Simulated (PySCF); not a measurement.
## `c1ccnc[cH+]c1`, [C$_{6}$H$_{6}$N]+, charge +1

Geometry:
| atom | x (Å) | y (Å) | z (Å) |
| --- | --- | --- | --- |
| C1 | 0.908 | 0.369 | 0.444 |
| C2 | 1.591 | -0.828 | 0.460 |
| C3 | 0.989 | -2.059 | 0.835 |
| N4 | -0.262 | -2.355 | 0.633 |
| C5 | -1.348 | -1.670 | 0.416 |
| C6 | -1.505 | -0.298 | 0.753 |
| C7 | -0.465 | 0.607 | 0.737 |
| H8 | 1.511 | 1.267 | 0.269 |
| H9 | 2.673 | -0.818 | 0.289 |
| H10 | 1.611 | -2.849 | 1.279 |
| H11 | -2.198 | -2.223 | -0.007 |
| H12 | -2.521 | 0.074 | 0.917 |
| H13 | -0.737 | 1.657 | 0.884 |

Total charge +1.

Method: quadratic response CAM-B3LYP/def2-TZVPD first hyperpolarisability, Taylor convention, gas phase (PySCF 2.14.0). Geometry: PBE0-D3(BJ)/def2-SVP.

(1) Give the tensor of the static β(0;0,0) in the axes of these coordinates.

## Answers

(1) In au, Taylor convention; rows are the first index (the induced dipole):
```tsv
	xx	yy	zz	xy	xz	yz
x	-0.2	+3.6	-1.6	-0.2	-0.8	-2.5
y	-0.2	+19.6	-10.2	+3.6	-2.5	+0.3
z	-0.8	+0.3	+0.5	-2.5	-1.6	-10.2
```
Norm of βᵢ = ⅓ Σⱼ (βᵢⱼⱼ + βⱼᵢⱼ + βⱼⱼᵢ): 9.4 au, hyper-Rayleigh value 9.0 au.
